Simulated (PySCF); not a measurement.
A structure optimised at B3LYP-D3(BJ)/def2-SVP, used in a PySCF frequency run:

```xyz
3

Te     0.0000     0.0000     1.1583
I      0.0000     2.1288    -0.5682
I      0.0000    -2.1288    -0.5682
```

Problem. Write its SMILES, formula and point group.

Solution. I[Te]I, I2Te, C2v

Problem. What are its rotational constants (standard atomic weights)?

Solution. 1.9968, 0.43937, 0.36013 GHz
